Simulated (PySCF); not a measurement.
**F²⁺ (fluorine, charge +2) across methods**

[He] 2s1 2p3 3d1, high-spin 6D determinant (an excited configuration). Computed with PySCF 2.14 in dyall-av2z, with no relativity, point nucleus.

| method | E (hartree) | mean ε 2s α (eV) | mean ε 2p α (eV) | mean ε 3d α (eV) | Σ⟨r²⟩ (bohr²) | ⟨S²⟩ |
| --- | --- | --- | --- | --- | --- | --- |
| M06-L | -95.5037 | -82.123 | -61.970 | -3.739 | 7.140 | 8.750 |
| wB97X | -95.4944 | -85.907 | -66.351 | -7.111 | 7.169 | 8.750 |
| UHF | -95.33244 | -98.017 | -74.338 | -7.429 | 7.129 | 8.750 |
| BHandHLYP | -95.4391 | -88.302 | -67.374 | -5.313 | 7.153 | 8.750 |
| PBE | -95.3982 | -79.122 | -60.732 | -3.509 | 7.188 | 8.750 |
| PBE0 | -95.4126 | -83.970 | -64.276 | -4.583 | 7.169 | 8.750 |
| r2SCAN | -95.4829 | -81.771 | -62.166 | -3.514 | 7.162 | 8.750 |
| LDA | -94.8256 | -78.610 | -60.730 | -3.237 | 7.208 | 8.750 |

**Question.** Estimate the same row for MN15.

**Answer.** E (hartree) = -95.4699; mean ε 2s α (eV) = -82.014; mean ε 2p α (eV) = -64.635; mean ε 3d α (eV) = -5.219; Σ⟨r²⟩ (bohr²) = 7.177; ⟨S²⟩ = 8.750.

The outer electron is Rydberg-like, and this basis confines it to a smaller radius and binds it less than a complete one would.
